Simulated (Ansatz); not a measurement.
Total energies of GeH2MeF (CH₅FGe) from Ansatz at PBE0-D4/def2-TZVP, gas phase (1 Eh = 27.2114 eV = 2625.5 kJ/mol). The reference geometry is relaxed at r2SCAN-D4/def2-TZVP.

```
                 state   geometry  energy (Eh)
      charge 0 singlet  reference  -2217.65097
      charge 1 doublet  reference  -2217.23353
free Ge atom (triplet)          –  -2076.65516
 free H atom (doublet)          –     -0.50104
 free C atom (triplet)          –    -37.80537
 free F atom (doublet)          –    -99.67617
```

Question: Work out the vertical ionisation energy to the doublet.

Answer: E(charge 1 doublet) − E(charge 0 singlet) = -2217.23353 − (-2217.65097) = 0.41744 Eh = 11.36 eV. For comparison, −ε of the highest occupied level is 9.08 eV at this level, 2.28 eV less.

Question: What is the binding energy per atom against free atoms?

Answer: Atoms: 1 × (-2076.65516) + 5 × (-0.50104) + 1 × (-37.80537) + 1 × (-99.67617) = -2216.64190 Eh. Binding: -2216.64190 − (-2217.65097) = 1.00907 Eh = 27.46 eV, or 3.43 eV for each of 8 atoms (no zero-point energy, no counterpoise term).
